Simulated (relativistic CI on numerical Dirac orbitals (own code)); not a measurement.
**Forbidden lines of Ho XI**

Computed by Dirac-Coulomb-Breit CI, KLI orbitals optimised for each configuration, QED by a radiative potential, unscaled Slater integrals (own radial code, finite nucleus).

Configurations in the expansion (outside the closed core [Ar] 3d10 4p6 4d10): 4s2.4f9.5s2, 4s2.4f11, 4s2.4f10.5s, 4s2.4f10.5p, 4s2.4f8.5s2.6s, 4s2.4f10.6s, 4s2.4f7.5s2.6s2, 4s2.4f9.6s2, 4s.4f10.5s2, 4f11.5s2. The list is cut by size and lacks configurations that can hold low levels.

| λ vac (Å) | Lower | Upper | Type | A (s⁻¹) | gf | Branching (%) |
| --- | --- | --- | --- | --- | --- | --- |
| 2758.0 | 4s2.4f9.5s2 6H°_15/2 [1] | 4s2.4f9.5s2 4M°_15/2 [21] | M1 | 6.04e+00 | 1.10e-07 | 47.0 |
| 2983.6 | 4s2.4f9.5s2 6H°_15/2 [1] | 4s2.4f9.5s2 4I°_13/2 [19] | M1 | 3.14e+00 | 5.87e-08 | 8.7 |
| 3108.9 | 4s2.4f9.5s2 6H°_13/2 [2] | 4s2.4f9.5s2 4I°_11/2 [22] | M1 | 1.53e+00 | 2.67e-08 | 6.6 |
| 3114.9 | 4s2.4f9.5s2 6H°_13/2 [2] | 4s2.4f9.5s2 4M°_15/2 [21] | M1 | 1.28e+00 | 2.98e-08 | 10.0 |
| 3405.8 | 4s2.4f9.5s2 6H°_13/2 [2] | 4s2.4f9.5s2 4I°_13/2 [19] | M1 | 2.25e+01 | 5.49e-07 | 62.6 |
| 3424.4 | 4s2.4f9.5s2 6H°_11/2 [3] | 4s2.4f9.5s2 4I°_11/2 [22] | M1 | 1.26e+01 | 2.67e-07 | 54.4 |
| 3430.4 | 4s2.4f9.5s2 6H°_15/2 [1] | 4s2.4f9.5s2 4I°_15/2 [14] | M1 | 3.53e+01 | 9.96e-07 | 87.8 |
| 3449.2 | 4s2.4f9.5s2 6H°_9/2 [4] | 4s2.4f9.5s2 4I°_9/2 [24] | M1 | 5.00e+00 | 8.92e-08 | 42.5 |
| 3582.5 | 4s2.4f9.5s2 6H°_7/2 [5] | 4s2.4f9.5s2 4F°_5/2 [25] | M1 | 4.32e+00 | 4.98e-08 | 13.1 |
| 3620.6 | 4s2.4f9.5s2 6H°_13/2 [2] | 4s2.4f9.5s2 4G°_11/2 [16] | M1 | 3.75e+01 | 8.83e-07 | 86.4 |
| 3675.0 | 4s2.4f9.5s2 6H°_7/2 [5] | 4s2.4f9.5s2 4I°_9/2 [24] | M1 | 5.89e+00 | 1.19e-07 | 50.1 |
| 3717.0 | 4s2.4f9.5s2 6H°_9/2 [4] | 4s2.4f9.5s2 4I°_11/2 [22] | M1 | 7.92e+00 | 1.97e-07 | 34.1 |
| 3761.6 | 4s2.4f9.5s2 6H°_5/2 [7] | 4s2.4f9.5s2 4F°_5/2 [25] | M1 | 1.03e+01 | 1.32e-07 | 31.4 |
| 3788.1 | 4s2.4f9.5s2 6H°_11/2 [3] | 4s2.4f9.5s2 4I°_13/2 [19] | M1 | 7.56e+00 | 2.28e-07 | 21.0 |
| 3985.0 | 4s2.4f9.5s2 6H°_9/2 [4] | 4s2.4f9.5s2 4F°_7/2 [20] | M1 | 7.10e+00 | 1.35e-07 | 23.6 |
| 4000.6 | 4s2.4f9.5s2 6H°_13/2 [2] | 4s2.4f9.5s2 4I°_15/2 [14] | M1 | 4.92e+00 | 1.89e-07 | 12.2 |
| 4289.5 | 4s2.4f9.5s2 6H°_7/2 [5] | 4s2.4f9.5s2 4F°_7/2 [20] | M1 | 4.01e+00 | 8.85e-08 | 13.3 |
| 4472.8 | 4s2.4f9.5s2 6H°_9/2 [4] | 4s2.4f9.5s2 4G°_11/2 [16] | M1 | 1.64e+00 | 5.89e-08 | 3.8 |
| 4581.4 | 4s2.4f9.5s2 6F°_5/2 [10] | 4s2.4f9.5s2 4F°_5/2 [25] | M1 | 5.04e+00 | 9.52e-08 | 15.3 |
| 4644.3 | 4s2.4f9.5s2 6H°_11/2 [3] | 4s2.4f9.5s2 4F°_9/2 [13] | M1 | 7.84e+00 | 2.53e-07 | 22.0 |
| 5276.6 | 4s2.4f9.5s2 6F°_7/2 [9] | 4s2.4f9.5s2 4F°_7/2 [20] | M1 | 4.44e+00 | 1.48e-07 | 14.8 |
| 5804.9 | 4s2.4f9.5s2 6F°_5/2 [10] | 4s2.4f9.5s2 4F°_7/2 [20] | M1 | 4.99e+00 | 2.02e-07 | 16.6 |
| 5859.0 | 4s2.4f9.5s2 6F°_11/2 [6] | 4s2.4f9.5s2 4F°_9/2 [13] | M1 | 2.02e+01 | 1.04e-06 | 56.6 |
| 6502.6 | 4s2.4f9.5s2 6F°_9/2 [8] | 4s2.4f9.5s2 4F°_9/2 [13] | M1 | 2.45e+00 | 1.55e-07 | 6.9 |
| 7638.9 | 4s2.4f9.5s2 6F°_7/2 [9] | 4s2.4f9.5s2 4F°_9/2 [13] | M1 | 2.56e+00 | 2.24e-07 | 7.2 |
| 14069.6 | 4s2.4f9.5s2 4I°_15/2 [14] | 4s2.4f9.5s2 4M°_15/2 [21] | M1 | 4.98e+00 | 2.36e-06 | 38.8 |
| 17062.2 | 4s2.4f9.5s2 4F°_9/2 [13] | 4s2.4f9.5s2 4F°_7/2 [20] | M1 | 7.61e+00 | 2.66e-06 | 25.3 |
| 22905.2 | 4s2.4f9.5s2 4I°_15/2 [14] | 4s2.4f9.5s2 4I°_13/2 [19] | M1 | 2.75e+00 | 3.02e-06 | 7.6 |
| 24069.1 | 4s2.4f9.5s2 6H°_15/2 [1] | 4s2.4f9.5s2 6H°_13/2 [2] | M1 | 3.61e+00 | 4.39e-06 | 100.0 |
| 33742.7 | 4s2.4f9.5s2 6H°_13/2 [2] | 4s2.4f9.5s2 6H°_11/2 [3] | M1 | 2.33e+00 | 4.78e-06 | 100.0 |

Terms are leading LS components. Brackets give the number of a level in order of energy, since labels repeat. The list gives strong lines, with weight on those to low levels, among the lowest 200 of 2616 levels, so that lines to higher ones, which can be the strongest, are missing. Levels whose partners in the same complex of configurations lie outside the list can be far off, and so can their lines. Rates are taken at the computed energies, electric ones in the length gauge.

At this charge energies of transitions that change n are usually good to better than 1 %, and those within a shell (Δn = 0) to a few per cent. Terms inside the open d or f shell come out 10 to 20 % too wide with unscaled integrals. Levels and lines within the n = 5 or 6 shells can be off by up to 10 % or somewhat more, and those that change n by about 2 %, since core polarisation is missing.

LS names give the leading component of a level, which can be under half, so a name can repeat, a term be missing and a line seem to break the LS rules.
